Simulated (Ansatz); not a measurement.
Reaction (formal exchange of groups at a B–C bond): `CBC(C)=O` + `C=C(Cl)I` → `C=C(I)BC` + `CC(=O)Cl`

Computed with Ansatz on PBE0-D4/def2-TZVP structures; ΔE is electronic, products minus reactants. CCSD(T)/CBS adds triple-zeta CCSD(T) − MP2 to the extrapolated MP2 energy (def2 sets, frozen cores). Functionals use def2-TZVPP. B3LYP here is the variant with VWN-RPA as its local correlation; programs differ in this. Elements past krypton have def2 core potentials. For I outer-core shells are correlated without core-valence functions, which leaves a few kJ/mol of doubt a bond. One conformer a species, not always the lowest.

(1) Is it downhill or uphill in electronic energy at CCSD(T)/CBS, and by how much? (Best estimate.)

(2) What do these levels give: PBE-D4, PBE0-D4, ωB97M-V, B2PLYP, r2SCAN, PBE0, B3LYP, MP2/def2-TZVPP, CCSD(T)/def2-TZVPP, HF/def2-QZVPP, SCS-MP2/def2-QZVPP, CCSD/CBS(def2)? (Estimate.)

Largest T1 diagnostic among the species: 0.017.

Answers

(1) Ansatz gave: Downhill: ΔE = -95.2 kJ/mol.

(2) Ansatz gave: PBE-D4 -92.7, PBE0-D4 -96.3, ωB97M-V -95.8, B2PLYP -95.8, r2SCAN -99.4, PBE0 -95.1, B3LYP -93.5, MP2/def2-TZVPP -100.8, CCSD(T)/def2-TZVPP -96.3, HF/def2-QZVPP -99.4, SCS-MP2/def2-QZVPP -96.4, CCSD/CBS(def2) -93.6 kJ/mol.

From PBE to PBE0 (25 % exact exchange), in def2-TZVPP and without D4, ΔE moves by −3.7 kJ/mol.
